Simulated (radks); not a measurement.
Results of a calculation; reference values are marked as such.
All-electron atom: Ru3+ in [Kr] 4d5 (the NIST ground configuration).

Code: a radial shooting solver on a logarithmic mesh with Libxc functionals. Model: non-relativistic Kohn-Sham, PBE, spin-polarised, spherical densities, point nucleus; open shells are filled with parallel spins first (spin-orbit coupling, left out, can overturn this in heavy ions); relativity is left out, which matters for an element this heavy.

Energy parts (eV):
total: -120853.555
kinetic: 120801.407
electron-nucleus: -286315.070
Hartree: 48194.306
exchange-correlation: -3534.198

Orbitals (lengths in bohr, moments of r in powers of bohr; r(max) is where P^2 peaks; r(90%) holds 90 % of the orbital's charge):
orbital  occ.  eigenvalue (eV)  r(90%)   r(max)   <1/r>      <r^4>
1s down     1        -21366.89  0.0616  0.02291   43.48  6.522e-06
1s up       1        -21366.88  0.0616  0.02291   43.48  6.523e-06
2s up       1        -3046.703   0.232   0.1277   9.838   0.001221
2s down     1        -3045.848   0.232   0.1277   9.839   0.001221
2p up       3        -2821.318   0.210   0.1003   9.835  0.0008139
2p down     3        -2820.694   0.210   0.1003   9.836  0.0008135
3s up       1        -563.4797   0.611   0.3729   3.450    0.05954
3s down     1        -563.0787   0.611   0.3730   3.449    0.05937
3p up       3        -475.1496   0.615   0.3598   3.361    0.06064
3p down     3        -474.6771   0.615   0.3600   3.361    0.06041
3d up       5        -312.7805   0.610   0.3011   3.194    0.05897
3d down     5        -312.0282   0.609   0.3014   3.194    0.05857
4s up       1        -107.6833    1.51   0.9391   1.306      2.230
4s down     1        -103.6966    1.50   0.9345   1.316      2.203
4p up       3         -81.1564    1.65   0.9906   1.197      3.178
4p down     3         -77.0160    1.65   0.9848   1.205      3.175
4d up       5         -39.3531    2.18    1.163  0.9279      9.694
4d down     0         -35.2027    2.24    1.156  0.9212      10.64

The highest occupied level is 4d up at -39.353 eV. The density falls to 0.001 e/bohr^3 at r = 3.18 bohr. The electron density at the nucleus is 5.956e+04 e/bohr^3.
